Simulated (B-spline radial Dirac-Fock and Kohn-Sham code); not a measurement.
Elastic and transport cross sections of iridium for positrons

Level of theory: relativistic (Dirac) partial waves in the static field of the Dirac-Fock atom, without polarisation or absorption potentials; a radial finite-basis atomic code. Below a few hundred eV the neglected polarisation potential matters, most of all at small angles. σ_tr1 and σ_tr2 weight the cross section with 1 − P₁ and 1 − P₂ of cos θ; "backward" is the share scattered beyond 90°.

```tsv
energy (eV)	σ (a₀²)	σ_tr1 (a₀²)	σ_tr2 (a₀²)	σ/σ_tr1	backward (%)
106	20.2	4.63	7.72	4.36	6.8
132	18.8	4.01	6.75	4.69	6.2
313	14.0	2.18	3.83	6.43	4.2
369	13.2	1.93	3.41	6.86	3.9
406	12.8	1.79	3.18	7.13	3.7
781	9.90	1.05	1.93	9.45	2.6
1140	8.46	0.754	1.41	11.2	2.1
1430	7.66	0.616	1.16	12.4	1.9
4100	4.64	0.224	0.448	20.7	0.98
4380	4.48	0.209	0.420	21.5	0.93
6250	3.73	0.142	0.293	26.3	0.70
21300	1.88	0.0313	0.0706	60.1	0.23
31300	?	?	?	?	?
48100	1.15	0.00998	0.0238	115	0.094
119000	0.672	0.00255	0.00644	263	0.030
158000	0.576	0.00165	0.00423	349	0.020
```

**Question.** Fill in the row for 31.3 keV.

**Answer.** σ = 1.49 a₀², σ_tr1 = 0.0185 a₀², σ_tr2 = 0.0428 a₀², σ/σ_tr1 = 80.9, backward 0.15 %. The ratio σ/σ_tr1 is roughly the number of elastic collisions that randomise the direction.

Values without a named source are computed, but for edge energies of neutral atoms, which are taken from tables.
